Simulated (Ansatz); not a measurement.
Consider the formal hydrolysis of a Ge–Cl bond: `C[S][GeH2][Cl]` + H₂O → `C[S][GeH2][OH]` + HCl.

Program: Ansatz. Geometries: PBE0-D4/def2-TZVP. ΔE: electronic, gas phase. CBS: MP2 limit from def2 TZ/QZ plus the TZ coupled-cluster correction, frozen cores. This one scheme is used for every species. Functionals use def2-TZVPP. For Ge outer-core shells are correlated without core-valence functions, which leaves a few kJ/mol of doubt a bond. Scalar relativity is left out up to krypton. Each species was taken in one conformer, which may not be the lowest.

```tsv
level	ΔE (kJ/mol)
PBE-D4	53.6
PBE0	54.9
```

(1) What does CCSD(T)/CBS give? (Estimate.)

Largest T1 diagnostic among the species: 0.011.

Answers

(1) Ansatz gave: +52.8 kJ/mol. The listed levels differ from it by 0.8, 2.1 kJ/mol.

From PBE to PBE0 (25 % exact exchange), in def2-TZVPP and without D4, ΔE moves by +3.4 kJ/mol. The D4 term adds +3.6 kJ/mol with B3LYP and +1.9 kJ/mol with PBE0; it sums over pairs of atoms, weighted by their polarisabilities, and B3LYP, whose exchange is more repulsive, gets the larger term.

B3LYP here is the variant with VWN-RPA as its local correlation; programs differ in this.
